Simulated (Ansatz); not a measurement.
An input meant for (H2In-mu-Cl)2 (In₂H₄Cl₂) (charge 0, singlet; scaled by 1.25).

```yaml
crystal:
  periodic: [false, false, false]
  atoms:
    - {symbol: In, position_ang: [-0.583144, 0.837772, -2.109510]}
    - {symbol: H, position_ang: [0.161499, 2.823874, -2.345283]}
    - {symbol: H, position_ang: [-1.693627, -0.628858, -3.191477]}
    - {symbol: Cl, position_ang: [1.885863, -0.799786, -0.838911]}
    - {symbol: In, position_ang: [0.582654, -0.838685, 2.109281]}
    - {symbol: H, position_ang: [1.692866, 0.620444, 3.201564]}
    - {symbol: H, position_ang: [-0.165783, -2.824806, 2.332910]}
    - {symbol: Cl, position_ang: [-1.880341, 0.810045, 0.841453]}
basis:
  gaussian: {orbitals: def2-TZVP, fitting: {mean_field: cc-pVTZ-jkfit}}
magnetization: {spin_polarized: true, initial_magnetization: 0}
hamiltonian: {xc: {name: HF}}
correlation: {method: mp2, frozen_orbitals: {In: 9}}
scf: {omitted_lower_state_checks: [starts]}
```

```sh
$ ansatz run in.yaml --threads 4 --pin off --events-out ev --progress --plain --max-ram 3916MiB
```

Q: Predict how Ansatz answers.

A: The input was rejected before any iteration. Frozen orbitals are typed for one element alone, and the program wants a count for each (the count typed has to fit that element's core, too).
```
Functional definition: HF
Error: "frozen_orbitals" has no count for H
```
